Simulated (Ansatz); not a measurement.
Ansatz (an electronic-structure program) input (HF/6-31G*):

Ansatz 0.2 input:
```yaml
crystal:
  periodic: [false, false, false]
  atoms:
    - {symbol: C, position_ang: [2.09548800, -0.18265900, 0.48171200]}
    - {symbol: Si, position_ang: [0.67533200, 0.85884000, -0.16490700]}
    - {symbol: B, position_ang: [-1.08027600, -0.36737900, -0.10901300]}
    - {symbol: O, position_ang: [-1.39708100, -0.32401600, -1.34376300]}
    - {symbol: O, position_ang: [-1.45805600, -0.90461400, 1.08214600]}
    - {symbol: H, position_ang: [2.28518900, -1.03097100, -0.17715700]}
    - {symbol: H, position_ang: [3.00516000, 0.42181200, 0.52985900]}
    - {symbol: H, position_ang: [1.87689800, -0.56132000, 1.48042600]}
    - {symbol: H, position_ang: [0.93512900, 1.35875900, -1.52728200]}
    - {symbol: H, position_ang: [0.36508200, 2.00020800, 0.73483300]}
    - {symbol: H, position_ang: [-2.25255600, -1.45035500, 1.01574200]}
basis:
  gaussian:
    orbitals: 6-31G*
hamiltonian:
  xc: {name: HF}
magnetization: {spin_polarized: true, initial_magnetization: 1}
relax: {f_tol: 0.003, max_steps: 120}
```

From the output:

```
these checks for a lower state are left out or cut short: starts, cluster_reference, orbital_swaps, neighbouring_geometries, increment
integrals: 0.04 GiB planned
974 factors; integrals over basis functions are off by at most 5.8e-4 eV
mean field: 0.44 GiB planned
mean field -13734.76940562 eV, -504.7434658954 hartree, gradient 2.4e-5 eV, S^2 0.760428; 0 other end points of the search recorded, 0 dependent functions left out
the calculation of the forces begins
reference -13734.76940562 eV, -504.7434658954 hartree; 24, 23 occupied and 67, 68 virtual orbitals, 974 factors
relax step  17: F+E_penalty+E_count = -13734.76940562 eV  Δ(F+E_penalty+E_count) = -1.204e-6 eV  max|allowed force component| = 1.850e-3 eV/Å  Δτ_max = 0.0030 Å  (54 SCF iters, accepted)
integrals: 0.04 GiB planned
974 factors; integrals over basis functions are off by at most 5.8e-4 eV
mean field: 0.44 GiB planned
mean field evaluation 128: about -13729.8790 eV, gradient 3.1e1 eV
mean field evaluation 160: about -13734.3944 eV, gradient 1.0e0 eV
mean field evaluation 192: about -13727.2172 eV, gradient 1.2e1 eV
mean field -13734.76940562 eV, -504.7434658954 hartree, gradient 2.4e-5 eV, S^2 0.760428; 3 other end points of the search recorded, 0 dependent functions left out
the calculation of the forces begins
reference -13734.76940562 eV, -504.7434658954 hartree; 24, 23 occupied and 67, 68 virtual orbitals, 974 factors
Total energy: -13734.76940562 eV, -504.7434658954 hartree
Atom 0 at     2.123126    -0.161629     0.543425 Å, force    -0.000496     0.000833     0.000252 eV/Å
Atom 1 at     0.679897     0.828931    -0.175608 Å, force     0.000578    -0.001545     0.000300 eV/Å
Atom 2 at    -1.052502    -0.274841    -0.127130 Å, force     0.001119     0.000494     0.001063 eV/Å
Atom 3 at    -1.908539    -0.164263    -1.168279 Å, force    -0.000692    -0.000633     0.000079 eV/Å
Atom 4 at    -1.335434    -1.081228     0.924337 Å, force    -0.001312     0.000300    -0.001850 eV/Å
Atom 5 at     2.332412    -1.043793    -0.054693 Å, force     0.000050     0.000234     0.000249 eV/Å
Atom 6 at     3.028367     0.437118     0.579299 Å, force    -0.000472    -0.000494    -0.000037 eV/Å
Atom 7 at     1.899084    -0.492233     1.553051 Å, force     0.000520     0.000127    -0.000620 eV/Å
Atom 8 at     0.986961     1.251614    -1.559933 Å, force    -0.000116     0.000087    -0.000092 eV/Å
Atom 9 at     0.461949     2.056979     0.623920 Å, force     0.000143     0.000489     0.000286 eV/Å
Atom 10 at    -2.165010    -1.538349     0.864208 Å, force     0.000679     0.000108     0.000370 eV/Å
Dipole moment:    -0.072152    -0.230286     0.137853 e Å
```

The geometry given is a B3LYP-D3(BJ)/def2-TZVP minimum.
